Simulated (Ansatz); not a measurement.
Input for Ansatz (a quantum-chemistry and plane-wave program): U-BLYP/def2-TZVPP on H4MoO5 (SMILES [O]=[Mo]([OH])([OH])([OH])[OH]), 2S+1 = 3, a spin state set in the input, which need not be the lowest. Elements past Kr take the def2 small-core potentials; no spin–orbit coupling.

Ansatz 0.2 input:
```yaml
crystal:
  periodic: [false, false, false]
  atoms:
    - {symbol: Mo, position_ang: [0.55238440, 0.01701544, 0.48215827]}
    - {symbol: O, position_ang: [1.59592974, -0.74259420, 1.55986398]}
    - {symbol: O, position_ang: [-1.44140446, 0.82005808, -0.17356817]}
    - {symbol: H, position_ang: [-1.79040017, 0.32189834, -0.92995844]}
    - {symbol: O, position_ang: [1.05129291, 1.82648824, 0.30528952]}
    - {symbol: H, position_ang: [0.51946291, 2.46172828, -0.18880269]}
    - {symbol: O, position_ang: [0.52550211, -0.98374680, -1.15632809]}
    - {symbol: H, position_ang: [1.37195721, -1.24729219, -1.53581852]}
    - {symbol: O, position_ang: [-1.13336917, -0.96425053, 1.02523457]}
    - {symbol: H, position_ang: [-1.37794474, -1.64492333, 0.37735386]}
basis:
  gaussian:
    orbitals: def2-TZVPP
hamiltonian:
  xc: {name: BLYP}
magnetization: {spin_polarized: true, initial_magnetization: 2}
```

Program output:

```
WARN ansatz: RAYON_NUM_THREADS=8 ignored (pool sized by the plan → 8); use --threads N
Functional definition: BLYP
integrals: 0.21 GiB planned
1290 factors; their error is unknown
0.32 GiB of the device are held for the grids
1.50 GiB of device memory are held for the factors and their scratch space
mean field: 1.55 GiB planned
mean field evaluation 1: about -12133.4120 eV, gradient 9.5e1 eV
mean field evaluation 2: about -11827.7192 eV, gradient 2.8e2 eV
mean field evaluation 4: about -12150.0785 eV, gradient 6.0e1 eV
mean field evaluation 8: about -12161.8092 eV, gradient 8.0e0 eV
mean field evaluation 16: about -12162.0220 eV, gradient 2.1e-2 eV
mean field evaluation 32: about -12160.8091 eV, gradient 2.4e0 eV
mean field -12162.02198571 eV, -446.9460642604 hartree, gradient 4.1e-5 eV, S^2 2.006447; 2 other end points of the search recorded, 0 dependent functions left out
reference -12162.02241372 eV, -446.9460799893 hartree; 30, 28 occupied and 237, 239 virtual orbitals, 1290 factors
Total energy: -12162.02241372 eV, -446.9460799893 hartree
```

The calculation finished and met its thresholds.
